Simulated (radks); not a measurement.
Dispersion coefficients C6 (hartree bohr^6) between ground-configuration atoms and ions, from the Casimir-Polder integral (3/pi) of alpha_A(iw) alpha_B(iw). Calculated with a radial shooting solver on a logarithmic mesh with Libxc functionals: scalar-relativistic Kohn-Sham, LDA (Slater exchange, Perdew-Wang correlation), spin-polarised, spherical densities, finite nucleus; open shells are filled with parallel spins first; Fermi nuclear charge, rms radius of each element as measured or else 0.836 A^(1/3) + 0.57 fm. Response by self-consistent Sternheimer equations with the Hartree and adiabatic LDA kernel, the relativistic mass of each level held fixed and spin-orbit coupling left out.

| C6 | B | B+ | B2+ | B3+ | B4+ |
|---|---|---|---|---|---|
| B | 117.7 |  |  |  |  |
| B+ | 58.36 | 29.14 |  |  |  |
| B2+ | 32.21 | 15.92 | 8.835 |  |  |
| B3+ | 0.2180 | 0.1174 | 0.06038 | 0.002835 |  |
| B4+ | 0.08032 | 0.04334 | 0.02232 | 0.001128 | 0.0004520 |

Static polarisabilities (bohr^3): B ([He] 2s2 2p1) 23.96, B+ ([He] 2s2) 10.77, B2+ ([He] 2s1) 6.802, B3+ ([He]) 0.02092, B4+ (1s1) 0.007640. The combination rule 2 Ca Cb / ((alpha_b/alpha_a) Ca + (alpha_a/alpha_b) Cb) gives 0.001128 for B3+-B4+, against 0.001128 from the integral.
